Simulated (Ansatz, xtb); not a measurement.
## Relative energy of two isomers of C2H5BrGe

Structure I is `C=[C]([GeH3])Br`, a singlet and structure II is `[GeH3]/[CH]=C/Br`, a singlet. Both are isolated molecules in the gas phase, relaxed with B3LYP/def2-SVP.

Quicker runs give these differences E(II) − E(I): GFN2-xTB −0.074 eV; HF/STO-3G −0.144 eV (at GFN2-xTB geometries); r2SCAN-D4/def2-SVP −0.087 eV (at GFN2-xTB geometries).

Problem. Estimate E(II) − E(I) at the level CCSD(T)/def2-SVP + ΔMP2/def2-TZVPP.

Solution. Too close to call at this level: CCSD(T)/def2-SVP + ΔMP2/def2-TZVPP gives E(II) − E(I) = +0.005 eV.

The same difference at several levels:

```json
{"level": "GFN2-xTB", "geometry": "GFN2-xTB", "E(II) − E(I) (eV)": "−0.074", "departure from the last row (eV)": "−0.079", "job, with rough time for the two": "optimisation, 0.1 s"}
{"level": "HF/STO-3G", "geometry": "GFN2-xTB", "E(II) − E(I) (eV)": "−0.144", "departure from the last row (eV)": "−0.149", "job, with rough time for the two": "single point, 0.68 s"}
{"level": "r2SCAN-D4/def2-SVP", "geometry": "GFN2-xTB", "E(II) − E(I) (eV)": "−0.087", "departure from the last row (eV)": "−0.091", "job, with rough time for the two": "single point, 5.2 s"}
{"level": "B3LYP/def2-SVP", "geometry": "B3LYP/def2-SVP", "E(II) − E(I) (eV)": "−0.040", "departure from the last row (eV)": "−0.045", "job, with rough time for the two": "optimisation, 84 s"}
{"level": "HF/def2-SVP", "geometry": "B3LYP/def2-SVP", "E(II) − E(I) (eV)": "−0.018", "departure from the last row (eV)": "−0.023", "job, with rough time for the two": "part of the CCSD(T) run"}
{"level": "MP2/def2-SVP", "geometry": "B3LYP/def2-SVP", "E(II) − E(I) (eV)": "+0.011", "departure from the last row (eV)": "+0.006", "job, with rough time for the two": "part of the CCSD(T) run"}
{"level": "CCSD(T)/def2-SVP", "geometry": "B3LYP/def2-SVP", "E(II) − E(I) (eV)": "+0.013", "departure from the last row (eV)": "+0.008", "job, with rough time for the two": "single point"}
{"level": "CCSD(T)/def2-SVP + ΔMP2/def2-TZVPP", "geometry": "B3LYP/def2-SVP", "E(II) − E(I) (eV)": "+0.005", "departure from the last row (eV)": "", "job, with rough time for the two": "single point, 61 s"}
```

As drawn, both hold the same kinds of bond in the same numbers.

The largest departure from CCSD(T)/def2-SVP + ΔMP2/def2-TZVPP is that of HF/STO-3G, 0.149 eV. The last row adds to CCSD(T) the change of the MP2 difference between the two basis sets, here −0.008 eV.

With thermal terms from frequencies at re-optimised GFN2-xTB minima (ideal gas, soft modes damped towards free rotors, one conformer each, 298.15 K, 1 atm): on the last row, ΔE + ΔZPE = +0.003, ΔH = +0.006, ΔG = −0.001 eV.

The correlated steps freeze 20 core orbitals; the filled d shell of Br and Ge is correlated, in a basis made for valence electrons. Run with Ansatz 0.2.0, xtb 6.7.1; the last row on 2 threads of Arm Neoverse V2 on a shared host.
